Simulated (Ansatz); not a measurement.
Reaction (cleavage of the Si–In bond): `[F][In]([F])[SiH3]` + `N[SiH](Cl)Cl` → `[SiH3]N[SiH](Cl)Cl` + `[F][InH][F]`

Computed with Ansatz on PBE0-D4/def2-TZVP structures; ΔE is electronic, products minus reactants. CCSD(T)/CBS is the MP2 limit (def2-TZVPP, def2-QZVPP) plus CCSD(T) − MP2 in def2-TZVPP, frozen cores. DFT in def2-TZVPP. Elements past krypton have def2 core potentials. For In outer-core shells are correlated without core-valence functions, which leaves a few kJ/mol of doubt a bond. One conformer a species, not always the lowest.

`[F][In]([F])[SiH3]`:

Z-matrix (Å, degrees):
```
Si
In 1 2.541
H 1 1.482 2 108.7
H 1 1.483 2 107.5 3 -119.7
H 1 1.482 2 108.5 3 120.7
F 2 1.944 1 127.2 3 25.4
F 2 1.944 1 126.9 3 -155.2
```

`N[SiH](Cl)Cl`:

Z-matrix (Å, degrees):
```
Si
Cl 1 2.041
Cl 1 2.056 2 107.0
N 1 1.692 2 107.5 3 124.1
H 1 1.472 2 110.9 3 -115.5
H 4 1.007 1 120.6 2 -43.0
H 4 1.008 1 120.1 2 169.5
```

`[SiH3]N[SiH](Cl)Cl`:

```xyz
10

Si    0.648   -0.521    1.394
N    -0.180   -0.570   -0.131
Si   -0.455    0.710   -1.211
Cl   -0.120    0.093   -3.132
Cl   -2.387    1.388   -1.150
H    -0.278   -0.789    2.525
H     1.218    0.841    1.527
H     1.732   -1.536    1.434
H    -0.615   -1.450   -0.376
H     0.437    1.833   -0.880
```

`[F][InH][F]`:

Cartesian coordinates in Å:
```
F -1.408 0.898 -0.784
In 0.124 0.074 0.061
F -0.169 -1.838 0.007
H 1.454 0.866 0.717
```

| level | ΔE (eV) |
| --- | --- |
| B2PLYP | -0.05 |
| PBE | 0.14 |

What does CCSD(T)/CBS give? (Best estimate.)

The calculation gave: -0.07 eV. The listed levels differ from it by 0.02, 0.21 eV.

Largest T1 diagnostic among the species: 0.017.

From BLYP to BHLYP (50 % exact exchange), in def2-TZVPP and without D4, ΔE moves by −0.16 eV. Leaving LDA and LC-ωPBE aside and taking each functional with its dispersion term where it has one, the values, not all of them listed here, spread over 0.21 eV, from BHLYP-D4 to PBE-D4. LDA lies −0.08 eV from PBE without D4. In def2-TZVPP, CCSD(T) changes the Hartree–Fock value by +0.09 eV (the triples alone add +0.00 eV) and MP2 by +0.08 eV.
